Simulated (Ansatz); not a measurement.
**Abstraction of Cl: SbH2Cl + SiH3 → SbH2 + SiH3Cl**

Species: SbH2Cl `[Cl][SbH2]`, singlet; SiH3 `[SiH3]`, doublet; SbH2 `[SbH2]`, doublet; SiH3Cl (chlorosilane) `[SiH3]Cl`, singlet. A radical takes Cl: the energy is the difference in strength between the Sb–Cl bond broken and the Si–Cl bond made.

Shapes, held fixed at every level: PBE0-D4/def2-TZVP. Programs: Ansatz 0.2.0. The zero-point and thermal change to 298 K, harmonic and unscaled (PBE0-D4/def2-TZVP), is +2.8 kJ/mol.

```csv
level,kind,ΔH(298 K) (kJ/mol),less CCSD(T)/def2-TZVPP
SPW92/def2-TZVPP,LDA,-122.5,+18.5
PBE-D4/def2-TZVPP,GGA,-118.1,+22.9
r2SCAN0-D4/def2-TZVPP,global hybrid,-135.9,+5.1
wB97M-V/def2-TZVPP,range-separated hybrid,-145.8,-4.8
MP2/def2-TZVPP,perturbation theory,-143.9,-2.9
CCSD(T)/def2-SVP,coupled cluster or CI,-145.6,-4.6
CCSD/def2-SVP,coupled cluster or CI,-147.1,-6.1
CCSD(T)/def2-TZVPP,coupled cluster or CI,-141.0,0.0
```

The highest level, CCSD(T)/def2-TZVPP, gives ΔH(298 K) = -141.0 kJ/mol; the levels span -147.1 to -118.1. The column of differences is taken from that level and isn't an error. No measured value is set beside it here. Open shells run unrestricted unless RO is named. For atoms past krypton def2 sets carry core potentials with scalar relativity. Correlated rows may include outer-core shells of Sb, which these sets cover unevenly.
